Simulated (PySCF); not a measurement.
## SMILES C1=CNBC=C1, C4H6BN

Cartesian coordinates in Å; atom numbers follow the order of the lines, from 1:
```xyz
12

B     1.2080    0.7200   -0.0172
C    -0.1292    1.4137    0.0408
C    -1.2669    0.6521    0.0444
C    -1.2214   -0.7618   -0.0052
C    -0.0236   -1.4045   -0.0585
N     1.1390   -0.7082   -0.0647
H     2.2901    1.2270   -0.0285
H    -0.2357    2.4931    0.0798
H    -2.2470    1.1210    0.0859
H    -2.1329   -1.3445   -0.0014
H     0.0446   -2.4855   -0.0976
H     1.9805   -1.2614   -0.1062
```

Method: quadratic response CAM-B3LYP/def2-TZVPD first hyperpolarisability, Taylor convention, gas phase in PySCF 2.14.0. Geometry: PBE0-D3(BJ)/def2-TZVP.

Give the tensor of the static β(0;0,0) in the axes of these coordinates.

In au, Taylor convention; rows are the first index (the induced dipole):
|  | xx | yy | zz | xy | xz | yz |
| --- | --- | --- | --- | --- | --- | --- |
| x | -46.9 | -19.9 | -8.9 | -32.3 | -0.4 | -0.4 |
| y | -32.3 | -78.0 | -30.1 | -19.9 | -0.4 | -0.2 |
| z | -0.4 | -0.2 | -2.5 | -0.4 | -8.9 | -30.1 |

Norm of βᵢ = ⅓ Σⱼ (βᵢⱼⱼ + βⱼᵢⱼ + βⱼⱼᵢ): 159.6 au, hyper-Rayleigh value 58.5 au.
